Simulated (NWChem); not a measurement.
System: C2H3BO3; SMILES O=CB1OCO1

Here is an NWChem input.

```
start job
memory heap 200 mb stack 900 mb global 1100 mb
geometry units angstroms noautosym nocenter noautoz
  O     -0.513962     2.355060     0.186651
  C      0.374637     1.541269     0.276318
  B      0.117680    -0.018936     0.101255
  O     -1.028225    -0.733781    -0.161046
  C     -0.155692    -1.851477    -0.099124
  O      1.003062    -1.074234     0.171195
  H      1.427142     1.874968     0.490200
  H     -0.404529    -2.535533     0.728166
  H     -0.087101    -2.386006    -1.060338
end
basis spherical
  * library def2-svp
end
dft
  xc b3lyp
  iterations 150
  mulliken
end
task dft energy
esp
  recalculate
  probe 0.07
  range 0.3
  factor 1.0
  spacing 0.02
end
task esp
```

Parts of the log:

```
             Northwest Computational Chemistry Package (NWChem) 7.3.0
             --------------------------------------------------------

                             Geometry "geometry" -> ""
                             -------------------------

 Output coordinates in angstroms (scale by  1.889725989 to convert to a.u.)

  No.       Tag          Charge          X              Y              Z
 ---- ---------------- ---------- -------------- -------------- --------------
    1 O                    8.0000    -0.51396200     2.35506000     0.18665100
    2 C                    6.0000     0.37463700     1.54126900     0.27631800
    3 B                    5.0000     0.11768000    -0.01893600     0.10125500
    4 O                    8.0000    -1.02822500    -0.73378100    -0.16104600
    5 C                    6.0000    -0.15569200    -1.85147700    -0.09912400
    6 O                    8.0000     1.00306200    -1.07423400     0.17119500
    7 H                    1.0000     1.42714200     1.87496800     0.49020000
    8 H                    1.0000    -0.40452900    -2.53553300     0.72816600
    9 H                    1.0000    -0.08710100    -2.38600600    -1.06033800

 Effective nuclear repulsion energy (a.u.)     209.9441453531

                                 NWChem DFT Module
                                 -----------------

 Summary of "ao basis" -> "ao basis" (spherical)
 ------------------------------------------------------------------------------
       Tag                 Description            Shells   Functions and Types
 ---------------- ------------------------------  ------  ---------------------
 O                          def2-svp                 6       14   3s2p1d
 C                          def2-svp                 6       14   3s2p1d
 B                          def2-svp                 6       14   3s2p1d
 H                          def2-svp                 3        5   2s1p

            General Information
            -------------------
          SCF calculation type: DFT
          Wavefunction type:  closed shell.
          No. of atoms     :     9
          No. of electrons :    44
           Alpha electrons :    22
            Beta electrons :    22
          Charge           :     0
          Spin multiplicity:     1
          Use of symmetry is: off; symmetry adaption is: off
          Maximum number of iterations: 150
          AO basis - number of functions:    99
                     number of shells:    45
          Convergence on energy requested:  1.00D-06
          Convergence on density requested:  1.00D-05
          Convergence on gradient requested:  5.00D-04

              XC Information
              --------------
                         B3LYP Method XC Potential
                     Hartree-Fock (Exact) Exchange  0.200
                        Slater Exchange Functional  0.800 local
                    Becke 1988 Exchange Functional  0.720 non-local
              Lee-Yang-Parr Correlation Functional  0.810
                  VWN I RPA Correlation Functional  0.190 local

             Grid Information
             ----------------
          Grid used for XC integration:  medium
          Radial quadrature: Mura-Knowles
          Angular quadrature: Lebedev.
          Tag              B.-S. Rad. Rad. Pts. Rad. Cut. Ang. Pts.
          ---              ---------- --------- --------- ---------
          O                   0.60       49          12.0       434
          C                   0.70       49          11.0       434
          B                   0.85       49           8.0       434
          H                   0.35       45          12.0       434
          Grid pruning is: on
          Number of quadrature shells:   429
          Spatial weights used:  Erf1

      Superposition of Atomic Density Guess
      -------------------------------------

 Sum of atomic energies:        -325.32491436

      Non-variational initial energy
      ------------------------------

 Total energy =    -328.228566
 1-e energy   =    -860.599530
 2-e energy   =     322.426818
 HOMO         =      -0.303149
 LUMO         =      -0.090506

     ---------------------------------------------
      Total Density - Mulliken Population Analysis
     ---------------------------------------------

    Atom       Charge   Shell Charges
 -----------   ------   -------------------------------------------------------
    1 O    8     8.67   1.99  1.13  0.69  3.02  1.82  0.01
    2 C    6     5.42   1.99  0.95  0.24  1.57  0.60  0.07
    3 B    5     4.55   1.99  0.85  0.15  1.17  0.21  0.17
    4 O    8     8.60   1.99  1.12  0.66  3.03  1.79  0.01
    5 C    6     5.34   1.99  0.91  0.15  1.60  0.62  0.08
    6 O    8     8.60   1.99  1.12  0.66  3.03  1.79  0.01
    7 H    1     0.95   0.69  0.24  0.02
    8 H    1     0.94   0.70  0.21  0.02
    9 H    1     0.94   0.70  0.21  0.02

   convergence    iter        energy       DeltaE   RMS-Dens  Diis-err
 ---------------- ----- ----------------- --------- --------- ---------
 d= 0,ls=0.0,diis     1   -328.1320864021 -5.38D+02  2.02D-02  1.54D+00
 d= 0,ls=0.0,diis     2   -327.7507130758  3.81D-01  1.31D-02  5.66D+00
 d= 0,ls=0.0,diis     3   -328.3122656757 -5.62D-01  3.32D-03  1.33D-01
 d= 0,ls=0.0,diis     4   -328.3197626710 -7.50D-03  1.33D-03  5.77D-02
 d= 0,ls=0.0,diis     5   -328.3251038673 -5.34D-03  2.90D-04  1.95D-03
  Resetting Diis
 d= 0,ls=0.0,diis     6   -328.3252842569 -1.80D-04  6.73D-05  9.80D-05
 d= 0,ls=0.0,diis     7   -328.3252924009 -8.14D-06  6.78D-05  2.24D-05
 d= 0,ls=0.0,diis     8   -328.3252864392  5.96D-06  4.42D-05  8.57D-05
 d= 0,ls=0.0,diis     9   -328.3252945501 -8.11D-06  5.53D-06  3.93D-07
 d= 0,ls=0.0,diis    10   -328.3252945881 -3.80D-08  1.31D-06  3.88D-08

         Total DFT energy =     -328.325294588060
      One electron energy =     -864.096602208183
           Coulomb energy =      367.654433038370
    Exchange-Corr. energy =      -41.827270771307
 Nuclear repulsion energy =      209.944145353060

 Numeric. integr. density =       44.000000434483

                       DFT Final Molecular Orbital Analysis
                       ------------------------------------

 Vector   20  Occ=2.000000D+00  E=-3.489926D-01
              MO Center=  8.3D-02, -1.1D+00,  3.2D-03, r^2= 2.9D+00
   Bfn.  Coefficient  Atom+Function         Bfn.  Coefficient  Atom+Function
  ----- ------------  ---------------      ----- ------------  ---------------
    76      0.361917  6 O  pz                62     -0.259304  5 C  pz
    90     -0.256073  8 H  s                 95      0.256278  9 H  s
    79      0.244790  6 O  pz                48      0.230975  4 O  pz
    34     -0.225603  3 B  pz                 6     -0.159788  1 O  pz
    91     -0.153950  8 H  s                 96      0.154040  9 H  s

 Vector   21  Occ=2.000000D+00  E=-3.415709D-01
              MO Center= -2.0D-01, -8.7D-01, -2.6D-02, r^2= 1.6D+00
   Bfn.  Coefficient  Atom+Function         Bfn.  Coefficient  Atom+Function
  ----- ------------  ---------------      ----- ------------  ---------------
    48      0.494730  4 O  pz                76     -0.406535  6 O  pz
    51      0.367152  4 O  pz                79     -0.311753  6 O  pz
    46     -0.087058  4 O  px                74      0.072853  6 O  px
    49     -0.064693  4 O  px                77      0.055767  6 O  px
    47     -0.041058  4 O  py                41      0.037382  3 B  d  1

 Vector   22  Occ=2.000000D+00  E=-2.579630D-01
              MO Center= -5.8D-02,  1.9D+00,  2.3D-01, r^2= 1.8D+00
   Bfn.  Coefficient  Atom+Function         Bfn.  Coefficient  Atom+Function
  ----- ------------  ---------------      ----- ------------  ---------------
     5      0.419401  1 O  py                 4      0.357608  1 O  px
     8      0.317149  1 O  py                85     -0.266668  7 H  s
     7      0.250254  1 O  px                33     -0.238595  3 B  py
    86     -0.229749  7 H  s                 17      0.227012  2 C  s
    30      0.208533  3 B  s                 19     -0.155083  2 C  py

 Vector   23  Occ=0.000000D+00  E=-8.374847D-02
              MO Center=  6.9D-02,  1.2D+00,  1.9D-01, r^2= 2.6D+00
   Bfn.  Coefficient  Atom+Function         Bfn.  Coefficient  Atom+Function
  ----- ------------  ---------------      ----- ------------  ---------------
     6      0.389654  1 O  pz                 9      0.380284  1 O  pz
    20     -0.369179  2 C  pz                23     -0.361704  2 C  pz
    34      0.288439  3 B  pz                37     -0.222664  3 B  pz
    76      0.164683  6 O  pz                48      0.156857  4 O  pz
    79      0.143095  6 O  pz                51      0.139687  4 O  pz

 Vector   24  Occ=0.000000D+00  E= 5.400484D-02
              MO Center= -1.9D-01, -1.9D+00, -1.1D-01, r^2= 5.1D+00
   Bfn.  Coefficient  Atom+Function         Bfn.  Coefficient  Atom+Function
  ----- ------------  ---------------      ----- ------------  ---------------
    59      2.068040  5 C  s                 91     -1.201837  8 H  s
    96     -1.204348  9 H  s                 31     -1.108480  3 B  s
    64     -0.477634  5 C  py                36      0.409480  3 B  py
    45      0.339683  4 O  s                 86     -0.243246  7 H  s
    61     -0.236492  5 C  py                58      0.201160  5 C  s

 Vector   25  Occ=0.000000D+00  E= 6.189070D-02
              MO Center= -3.0D-02, -1.1D+00, -1.8D-02, r^2= 3.9D+00
   Bfn.  Coefficient  Atom+Function         Bfn.  Coefficient  Atom+Function
  ----- ------------  ---------------      ----- ------------  ---------------
    63      0.827038  5 C  px                45      0.717129  4 O  s
    73     -0.701157  6 O  s                 35      0.429907  3 B  px
    59     -0.404409  5 C  s                 60      0.401924  5 C  px
     3      0.277693  1 O  s                 86     -0.264638  7 H  s
    91      0.259041  8 H  s                 96      0.260287  9 H  s

     ---------------------------------------------
      Total Density - Mulliken Population Analysis
     ---------------------------------------------

    Atom       Charge   Shell Charges
 -----------   ------   -------------------------------------------------------
    1 O    8     8.20   1.99  1.11  0.69  2.81  1.58  0.02
    2 C    6     5.80   1.99  0.96  0.17  1.99  0.61  0.08
    3 B    5     5.09   1.98  0.84  0.10  1.61  0.36  0.19
    4 O    8     8.22   1.99  1.10  0.65  2.88  1.58  0.02
    5 C    6     5.57   1.99  0.95  0.00  2.01  0.54  0.09
    6 O    8     8.23   1.99  1.10  0.66  2.88  1.59  0.02
    7 H    1     0.99   0.76  0.21  0.02
    8 H    1     0.95   0.75  0.18  0.02
    9 H    1     0.95   0.75  0.18  0.02

     -------------------------------------------
      Total Density - Lowdin Population Analysis
     -------------------------------------------

    Atom       Charge   Shell Charges
 -----------   ------   -------------------------------------------------------
    1 O    8     8.09   1.97  0.93  0.64  2.68  1.83  0.03
    2 C    6     5.92   1.97  0.62  0.33  1.79  1.04  0.18
    3 B    5     5.21   1.96  0.51  0.22  1.46  0.62  0.45
    4 O    8     8.03   1.97  0.90  0.58  2.72  1.84  0.03
    5 C    6     5.76   1.96  0.59  0.29  1.78  0.95  0.19
    6 O    8     8.04   1.97  0.90  0.58  2.72  1.85  0.03
    7 H    1     1.00   0.65  0.28  0.06
    8 H    1     0.97   0.65  0.26  0.06
    9 H    1     0.97   0.65  0.26  0.06

     Multipole analysis of the density
     ---------------------------------

     L   x y z        total         alpha         beta         nuclear
     -   - - -        -----         -----         ----         -------
     0   0 0 0     -0.000000    -22.000000    -22.000000     44.000000

     1   1 0 0      0.469465      1.628800      1.628800     -2.788136
     1   0 1 0     -1.081865      0.050683      0.050683     -1.183231
     1   0 0 1     -0.007212     -3.123418     -3.123418      6.239624

     2   2 0 0    -27.831915    -52.992437    -52.992437     78.152958
     2   1 1 0      3.424155      7.381603      7.381603    -11.339052
     2   1 0 1     -0.478385     -5.955930     -5.955930     11.433476
     2   0 2 0    -24.633374   -205.814593   -205.814593    386.995811
     2   0 1 1      0.313079    -14.556942    -14.556942     29.426962
     2   0 0 2    -23.183350    -17.276491    -17.276491     11.369632

                     NWChem Electrostatic Potential Fit Module
                     -----------------------------------------

 Atom parameters

 Number of atoms is                                    9
 Number of basis functions is                         99

 Grid parameters

 Maximum number of grid points is                  37216
 Number of grid points is                          37215
 Grid range                                     0.300000 nm
 Grid spacing                                   0.020000 nm
 Probe radius                                   0.070000 nm
 Atom radius factor                             1.000000

 Atomic radii

    1    0.100000
    5    0.158000
    6    0.147000
    8    0.136000
 FASTESP  F
  using M.O. file = ./job.movecs

    Atom              Coordinates                           Charge

                                                  ESP

    1 O    -0.051396    0.235506    0.018665   -0.385778
    2 C     0.037464    0.154127    0.027632    0.316270
    3 B     0.011768   -0.001894    0.010126    0.577013
    4 O    -0.102823   -0.073378   -0.016105   -0.545426
    5 C    -0.015569   -0.185148   -0.009912    0.686894
    6 O     0.100306   -0.107423    0.017120   -0.576789
    7 H     0.142714    0.187497    0.049020   -0.017246
    8 H    -0.040453   -0.253553    0.072817   -0.027080
    9 H    -0.008710   -0.238601   -0.106034   -0.027857
                                            ------------
                                                0.000000

 Dipole moment                                  1.194604

 Quadrupole moment Qxx                         -5.772778
                   Qyy                         -0.864144
                   Qzz                          6.636921

 RMS deviation kJ/mol                           0.056599

 RRMS %                                        20.038613
```

Level: B3LYP/def2-SVP. Coordinates come from a PBE0/def2-SVP optimisation.
